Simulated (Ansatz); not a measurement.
Coupled-cluster diagnostics for AlB3⁺, Ansatz.

Geometry of the doublet (PBE0-D4/def2-TZVP):

```xyz
4

B    -1.401   -0.061    0.315
B     0.140    0.016    0.050
B    -0.888   -0.215   -1.108
Al    2.149    0.259    0.742
```

Correlated methods freeze 8 core orbitals. In CCSD on the charge 1 doublet the largest single amplitude is 0.31, so its Hartree–Fock determinant may place the open shell otherwise than the density functionals do. The structure comes from a short search, and lower isomers may exist.

Geometry of the charge 1 quartet (PBE0-D4/def2-TZVP):

Cartesian coordinates in Å:
```
B -1.004 -1.025 0.246
B -0.143 0.229 -0.081
B 0.516 -1.398 0.467
Al 0.631 2.194 -0.632
```

(1) Estimate the CCSD(T) correlation energy, the shares of MP2 and (T), T1 and the reference's ⟨S²⟩ for: charge 1, doublet, own geometry in def2-TZVPP; charge 1, quartet, own geometry in def2-TZVPP; and the rough time on 4 threads of Arm Neoverse V1 on a shared host.

Results:

(1) 
| state | basis | correlation (eV) | MP2 share (%) | (T) share (%) | T1 | ⟨S²⟩ (pure) | wall time | remarks |
| --- | --- | --- | --- | --- | --- | --- | --- | --- |
| charge 1, doublet, own geometry | def2-TZVPP | -9.397 | 75.2 | 8.3 | 0.115 | 1.74 (0.75) | 12 s | large T1 (0.115), spin-contaminated (⟨S²⟩ 1.74) |
| charge 1, quartet, own geometry | def2-TZVPP | -8.161 | 77.7 | 6.9 | 0.070 | 4.12 (3.75) | 12 s | large T1 (0.070), spin-contaminated (⟨S²⟩ 4.12) |
Customary marks for T1 are 0.02 (closed shells), 0.045 (open shells) and about 0.05 (3d metals). T1 exceeds 0.02 in 2 of 2 rows and 0.045 in 2; the higher it lies, the less the single-reference result can be trusted.
